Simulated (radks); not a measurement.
Results of a calculation; reference values are marked as such.
Question: These are the eigenvalues of the occupied orbitals of an atom or ion with whole-number occupations (eV). Code: a radial shooting solver on a logarithmic mesh with Libxc functionals. Model: Dirac Kohn-Sham, PBE, spin-unpolarised, spherical densities, finite nucleus; Fermi nuclear charge, rms radius of each element as measured or else 0.836 A^(1/3) + 0.57 fm.

| orbital | eigenvalue |
|---|---|
| 1s1/2 | -73798.41 |
| 2s1/2 | -12896.17 |
| 2p1/2 | -12352.51 |
| 2p3/2 | -10821.36 |
| 3s1/2 | -3048.942 |
| 3p1/2 | -2805.109 |
| 3p3/2 | -2471.187 |
| 3d3/2 | -2061.791 |
| 3d5/2 | -1989.450 |
| 4s1/2 | -692.6788 |
| 4p1/2 | -590.2254 |
| 4p3/2 | -511.7920 |
| 4d3/2 | -343.4536 |
| 4d5/2 | -328.9208 |
| 5s1/2 | -152.6224 |
| 5p1/2 | -120.4572 |
| 4f5/2 | -115.7907 |
| 4f7/2 | -112.9725 |
| 5p3/2 | -107.5455 |
| 5d3/2 | -63.1388 |
| 5d5/2 | -61.5939 |

Which element is it, and in what charge state? The configuration may be excited. Open shells, if any, are shared by 2j + 1.

Answer: Z = 76, osmium, charge +5: Os5+ in [Xe] 4f14 5d3. The list shows which subshells hold electrons but not how many an open one holds; the 1s level, -2712 hartree, gives Z - s = 73.6 by -(Z - s)^2/2, which with screening and relativity narrows Z to a few neighbours, and the depths of the outer levels then fix element, charge and occupations together.
